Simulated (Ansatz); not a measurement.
Consider the formal exchange of groups at a C–F bond: `FCC[SiH3]` + BH₃ → `BCC[SiH3]` + H–F.

Gas-phase electronic energies from Ansatz, PBE0-D4/def2-TZVP geometries. CCSD(T)/CBS is the MP2 limit (def2-TZVPP, def2-QZVPP) plus CCSD(T) − MP2 in def2-TZVPP, frozen cores. This one scheme is used for every species. Functionals use def2-TZVPP. B3LYP here is the variant with VWN-RPA as its local correlation; programs differ in this. One conformer a species, not always the lowest.

(1) Is it downhill or uphill in electronic energy at CCSD(T)/CBS, and by how much? (Best estimate.)

(2) What do these levels give: PBE0-D4, B3LYP-D4, ωB97X-V, r2SCAN, B3LYP, CCSD/def2-TZVPP, CCSD(T)/def2-TZVPP, MP2/def2-QZVPP, SCS-MP2/def2-QZVPP, HF/CBS(def2), MP2/CBS(def2), CCSD/CBS(def2)? (An estimate is asked.)

Largest T1 diagnostic among the species: 0.011.

Results:

(1) Computed: Downhill: ΔE = -87.1 kJ/mol.

(2) Ansatz gave: PBE0-D4 -85.0, B3LYP-D4 -72.2, ωB97X-V -69.1, r2SCAN -78.8, B3LYP -66.1, CCSD/def2-TZVPP -77.6, CCSD(T)/def2-TZVPP -81.6, MP2/def2-QZVPP -96.9, SCS-MP2/def2-QZVPP -82.8, HF/CBS(def2) -47.3, MP2/CBS(def2) -99.0, CCSD/CBS(def2) -83.2 kJ/mol.

The D4 term adds −6.1 kJ/mol with B3LYP and −3.4 kJ/mol with PBE0; it sums over pairs of atoms, weighted by their polarisabilities, and B3LYP, whose exchange is more repulsive, gets the larger term. In def2-TZVPP, CCSD(T) changes the Hartree–Fock value by −35.0 kJ/mol (the triples alone add −3.9 kJ/mol) and MP2 by −46.9 kJ/mol.
